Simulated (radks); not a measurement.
Results of a calculation; reference values are marked as such.
Spherical quantum dot in the effective-mass picture: electrons in a parabolic well V = omega^2 r^2 / 2 with omega = 0.349, all in effective atomic units (hartree* = m*/eps^2 hartree, bohr* = eps/m* bohr), one dielectric constant everywhere. Level of theory: non-relativistic Kohn-Sham, PBE, spin-polarised, spherical densities (a radial shooting solver with Libxc functionals). Levels are named by radial order and angular momentum (1s, 1p, 1d, 2s, ...), and open shells are averaged over m. Each electron was tried in the lowest free levels, single moves between levels near the top were tried too, and the lowest total energy was kept; such a search can miss a lower state. The series stops at N = 10: beyond it a trial failed or the search could not be trusted, so later rows were left out. At N = 1 the Hartree and exchange-correlation terms need not cancel, so that row can carry a self-interaction error.

| N | open shells | 2S | E (hartree*) | mu = E(N) - E(N-1) (hartree*) | addition energy mu(N+1) - mu(N) (hartree*) | e(HOMO) (hartree*) | rms radius (bohr*) |
|---|---|---|---|---|---|---|---|
| 1 | 1s(up 1, down 0) | 1 | 0.524563 | 0.52456 | 0.4135 | 0.69113 | 2.081 |
| 2 | none | 0 | 1.46267 | 0.93811 | 0.5581 | 1.0876 | 2.295 |
| 3 | 1p(up 1, down 0) | 1 | 2.95889 | 1.4962 | 0.2582 | 1.6243 | 2.617 |
| 4 | 1p(up 2, down 0) | 2 | 4.71331 | 1.7544 | 0.2579 | 1.8842 | 2.817 |
| 5 | 1p(up 3, down 0) | 3 | 6.72567 | 2.0124 | 0.3182 | 2.1394 | 2.973 |
| 6 | 1p(up 3, down 1) | 2 | 9.05622 | 2.3305 | 0.2254 | 2.4423 | 3.116 |
| 7 | 1p(up 3, down 2) | 1 | 11.6122 | 2.5560 | 0.2269 | 2.6697 | 3.239 |
| 8 | none | 0 | 14.3951 | 2.7829 | 0.4192 | 2.8955 | 3.350 |
| 9 | 1d(up 1, down 0) | 1 | 17.5972 | 3.2021 | 0.2022 | 3.3034 | 3.483 |
| 10 | 1d(up 2, down 0) | 2 | 21.0015 | 3.4043 | - | 3.5049 | 3.600 |

All shells are closed at N = 2, 8 (there: 1s2 1p6); the second difference of the energy has clear peaks (12 % above both neighbours; the first and last values, which can be the largest, are not judged, and half-filled shells can peak too) at N = 2, 5, 8.
